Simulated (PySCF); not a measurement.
## From a log to its input

A PySCF 2.14 run on the atoms Sn 0 0 0; S 0 0 2.335 (angstrom) printed this (some set-up lines and the per-cycle HOMO/LUMO lines with their warnings removed):

```
PySCF version 2.14.0

[INPUT] verbose = 4
[INPUT] num. atoms = 2
[INPUT] num. electrons = 38
[INPUT] charge = 0
[INPUT] spin (= nelec alpha-beta = 2S) = 0
[INPUT] symmetry False subgroup None
[INPUT] Mole.unit = angstrom

nuclear repulsion = 79.7731812607452
number of shells = 18
number of NR pGTOs = 97
number of NR cGTOs = 44
basis = def2-svp
ecp = {'Sn': 'def2-svp'}

******** <class 'pyscf.scf.hf.RHF'> ********
method = RHF
initial guess = minao
damping factor = 0
level_shift factor = 0
DIIS = <class 'pyscf.scf.diis.CDIIS'>
diis_start_cycle = 1
diis_space = 8
diis_damp = 0
SCF conv_tol = 1e-09
SCF conv_tol_grad = None
SCF max_cycles = 50
direct_scf = True
direct_scf_tol = 1e-13
Set gradient conv threshold to 3.16228e-05
Initial guess from minao.
init E= -587.449731622044
cycle= 1 E= -609.531629110285  delta_E= -22.1  |g|= 2.04  |ddm|= 6.22
cycle= 2 E= -610.077222516345  delta_E= -0.546  |g|=  1.5  |ddm|= 4.66
cycle= 3 E= -610.773868785324  delta_E= -0.697  |g|= 0.121  |ddm|= 2.14
cycle= 4 E= -610.781142276249  delta_E= -0.00727  |g|= 0.0595  |ddm|= 0.275
cycle= 5 E= -610.78291377403  delta_E= -0.00177  |g|= 0.0166  |ddm|= 0.12
cycle= 6 E= -610.783346504762  delta_E= -0.000433  |g|= 0.00779  |ddm|= 0.07
cycle= 7 E= -610.783439503715  delta_E= -9.3e-05  |g|= 0.00247  |ddm|= 0.0352
cycle= 8 E= -610.78345140146  delta_E= -1.19e-05  |g|= 0.000405  |ddm|= 0.0157
cycle= 9 E= -610.783451590786  delta_E= -1.89e-07  |g|= 6.69e-05  |ddm|= 0.00175
cycle= 10 E= -610.783451595175  delta_E= -4.39e-09  |g|= 1.3e-05  |ddm|= 0.000325
cycle= 11 E= -610.783451595289  delta_E= -1.14e-10  |g|= 1.93e-06  |ddm|= 4.65e-05
Extra cycle  E= -610.783451595292  delta_E= -3.07e-12  |g|= 8.46e-07  |ddm|= 5.68e-06
converged SCF energy = -610.783451595292

******** <class 'pyscf.tdscf.rhf.TDHF'> for <class 'pyscf.scf.hf.RHF'> ********
nstates = 5 singlet
deg_eia_thresh = 1.000e-03
wfnsym = None
conv_tol = 1e-05
eigh lindep = 1e-12
eigh level_shift = 0
eigh max_cycle = 100

Excitation energies (eV)
[2.74998116 3.07571842 3.07571842 3.33564603 3.33564603]

** Singlet excitation energies and oscillator strengths **
Excited State   1:      2.74998 eV    450.85 nm  f=0.0000
Excited State   2:      3.07572 eV    403.11 nm  f=0.0000
Excited State   3:      3.07572 eV    403.11 nm  f=0.0000
Excited State   4:      3.33565 eV    371.69 nm  f=0.0175
Excited State   5:      3.33565 eV    371.69 nm  f=0.0175
Dipole moment(X, Y, Z, Debye):  0.00000,  0.00000, -4.54271
orbital energies (hartree): [-0.3475 -0.3311 -0.3311  0.0011  0.0011  0.1207]
```

Q: Write the input that gave this log.

A: The input was:

```python
from pyscf import gto, scf, tdscf

mol = gto.M(
    atom='Sn 0 0 0; S 0 0 2.335',
    basis='def2-svp',
    ecp={'Sn': 'def2-svp'},
    charge=0,
    spin=0,
    verbose=4,
)
mf = scf.RHF(mol)
mf.kernel()
td = tdscf.TDHF(mf)
td.nstates = 5
td.kernel()
td.analyze(verbose=3)
mf.dip_moment()
print('orbital energies (hartree):', mf.mo_energy[..., max(0, mol.nelec[1]-3):mol.nelec[0]+3].round(4))
```

Stability towards an unrestricted solution was not tested. The bond length is a typed value, not an optimised one.
